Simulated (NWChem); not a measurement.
System: C₂H₃ClN₂Si; SMILES Cl[SiH]1N=CC=N1

Here is an NWChem input.

```
start job
memory heap 200 mb stack 900 mb global 1100 mb
geometry units angstroms noautoz
  Cl    -0.356503     2.029558     0.000000
  Si     0.632167     0.237066     0.000000
  N      0.099640    -0.803731     1.347015
  C     -0.384383    -1.826860     0.763560
  C     -0.384383    -1.826860    -0.763560
  N      0.099640    -0.803731    -1.347015
  H      2.094114     0.468649     0.000000
  H     -0.789529    -2.688621     1.321798
  H     -0.789529    -2.688621    -1.321798
end
basis spherical
  Cl library def2-svp
  Si library def2-svp
  N library def2-svp
  C library def2-svp
  H library def2-svp
end
dft
  xc becke97-2
  iterations 150
  mulliken
end
task dft energy
```

The geometry was optimised at PBE0/def2-SVP.

### Question
Predict the main results of this run. (B97-2/def2-SVP.) Quantities: energy (Ha); highest occupied level (eV); orbital gap (eV); dipole (D).

### Answer
```json
{
 "energy (Ha)": "-936.86",
 "highest occupied level (eV)": "-7.70",
 "orbital gap (eV)": "4.96",
 "dipole (D)": "2.12"
}
```
